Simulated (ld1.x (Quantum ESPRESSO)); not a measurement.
## What one change does to a pseudopotential (nitrogen, RRKJ)

```
Element                 : nitrogen (N)
Generator               : ld1.x (Quantum ESPRESSO) 7.5
Type                    : norm-conserving RRKJ (Kleinman–Bylander form)
Functional              : PBE
Relativity              : scalar-relativistic
Frozen core             : [He]
Valence charge          : 5
Reference configuration : 2s2 2p3
Partial waves           : 2p (bound): rc 1.65 bohr; 3d channel at 0.05 Ry: rc 1.65 bohr; 2s (bound): rc 0.75 bohr
Local potential         : the s channel
Core correction         : none
rho0                    : 0.01
```

All-electron outer shells of the reference configuration (PBE, scalar-relativistic, ld1.x):

```json
{"shell": "1s", "level (eV)": "-384.72", "outermost node (bohr)": "–", "outermost maximum (bohr)": "0.15"}
{"shell": "2s", "level (eV)": "-18.58", "outermost node (bohr)": "0.32", "outermost maximum (bohr)": "1.02"}
{"shell": "2p", "level (eV)": "-7.09", "outermost node (bohr)": "–", "outermost maximum (bohr)": "0.98"}
```

Change: all radii scaled by about 0.88 (s 0.66, p 1.46, d 1.46 bohr).

Cutoffs: the cutoffs (Ry, on a coarse ladder) from which the occupation-weighted sum of valence levels, in a spherical-Bessel basis at the reference potential, stays within 10 and 1 mRy of its value at 400 Ry; they do not see the model core or the augmentation charge, which bear on the density cutoff. Errors are all-electron minus pseudo energies relative to the spin-unpolarised reference configuration.

Q: Predict the effect on cutoff, ghosts and configuration errors.

A: Of the 7 tests that both files solve, the error grows in 1 and shrinks in 5 by more than 15 % and 0.3 meV (median size 22.7 → 33.4 meV); neither file shows a bound ghost.

| quantity | base | changed |
| --- | --- | --- |
| cutoff, loose | 100 Ry | 180 Ry |
| cutoff, tight | 230 Ry | over 300 Ry |
| loose cutoff by channel (10 mRy a level) | p 35 Ry, s 50 Ry | p 45 Ry, s 140 Ry |
| bound ghosts | none | none |
| error for 2s2 2p2, meV [ΔE 13.59 eV] | +23 | +16 |
| error for 2s2 2p1, meV [ΔE 42.45 eV] | +238 | +164 |
| error for 2s2 2p0, meV [ΔE 89.53 eV] | +1084 | +781 |
| error for 2s2 2p3.3, meV [ΔE -1.62 eV] | +0.3 | +0.3 |
| error for 2s1 2p4, meV [ΔE 11.51 eV] | +6.4 | +33 |
| error for 2s2 2p2.5, meV [ΔE 5.09 eV] | +2.8 | +2.0 |
| error for 2s1 2p0, meV [ΔE 167.35 eV] | +1816 | +1292 |
